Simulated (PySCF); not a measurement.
Molecule: sum formula SiN2H5 (charge -1, singlet). It need not be the lowest isomer of its formula. Whether it binds its extra electron was not tested at this geometry. 
Geometry from a B3LYP-D3(BJ)/def2-TZVP (Ansatz) optimisation:
```
Si
N 1 1.6528
H 2 1.0179 1 115.65
H 1 1.5037 2 108.62 3 172.65
N 1 1.8057 4 102.45 2 -129.91
H 5 1.0152 1 111.47 4 -153.68
H 5 1.0163 6 106.52 1 120.91
H 1 1.5314 4 104.67 2 129.98
```
Charge -1, spin multiplicity 1.

Dispersion corrections to the total energy (kcal/mol) from the dftd3 and dftd4 libraries through PySCF: D3(BJ) without and D4 with the three-body term, each with the damping fitted for the functional named.

| functional | D3(BJ) | D4 |
|---|---|---|
| PW6B95 | -1.51 | -3.24 |
| BHLYP | -4.26 | -4.18 |
| revPBE | … | -11.71 |
| B2PLYP | … | -2.49 |
| BLYP | -6.57 | -8.05 |
| BP86 | … | -4.69 |
| HF | -26.89 | -13.38 |

**Question.** What belongs in the gaps?

**Answer.** 
- revPBE, D3(BJ): -7.78
- B2PLYP, D3(BJ): -2.50
- BP86, D3(BJ): -4.85
